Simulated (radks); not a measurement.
All-electron atom: Fe+ in [Ar] 3d6 4s1. Method: non-relativistic Kohn-Sham, TPSS, spin-polarised, spherical densities, point nucleus; open shells are filled with parallel spins first; meta-GGA in the generalised Kohn-Sham scheme; computed with a radial shooting solver on a logarithmic mesh with Libxc functionals.

Local quantities along the radius. ELF = 1/(1 + alpha^2) is the electron localisation function; alpha = (tau - tau_W)/tau_unif compares the Pauli kinetic energy density with that of the uniform gas (summed over spins).

r (bohr),ELF,alpha
0.004404,1.000,0.01701
0.005046,1.000,0.01779
0.005827,1.000,0.01880
0.006676,1.000,0.01995
0.007649,1.000,0.02137
0.008763,0.999,0.02312
0.01004,0.999,0.02531
0.01159,0.999,0.02826
0.01328,0.999,0.03186
0.01522,0.999,0.03656
0.01744,0.998,0.04281
0.02014,0.997,0.05188
0.02307,0.996,0.06390
0.02643,0.993,0.08107
0.03028,0.989,0.1063
0.03469,0.980,0.1443
0.04007,0.959,0.2077
0.0459,0.916,0.3036
0.05259,0.828,0.4561
0.06025,0.677,0.6908
0.06903,0.491,1.018
0.07972,0.338,1.398
0.09134,0.278,1.613
0.1046,0.298,1.533
0.1199,0.398,1.229
0.1374,0.552,0.9009
0.1586,0.702,0.6511
0.1817,0.789,0.5169
0.2082,0.824,0.4615
0.2385,0.812,0.4818
0.2733,0.726,0.6144
0.3156,0.503,0.9941
0.3616,0.263,1.674
0.4143,0.171,2.199
0.4746,0.233,1.816
0.5438,0.445,1.118
0.628,0.672,0.6990
0.7195,0.769,0.5476
0.8243,0.790,0.5163
0.9444,0.760,0.5614
1.082,0.682,0.6830
1.25,0.541,0.9212
1.432,0.383,1.268
1.64,0.264,1.672
1.879,0.211,1.932
2.17,0.221,1.878
2.486,0.277,1.616
2.848,0.355,1.349
3.263,0.419,1.177
3.739,0.448,1.109
4.318,0.435,1.141
4.947,0.375,1.292
5.668,0.267,1.656
6.493,0.140,2.478
7.439,0.048,4.438
8.592,0.009,10.26

On this mesh the ELF has minima near r = 0.091, 0.41, 1.9 bohr, which separate the shells, and maxima near 0.21 (0.82), 0.82 (0.79), 3.7 (0.45).
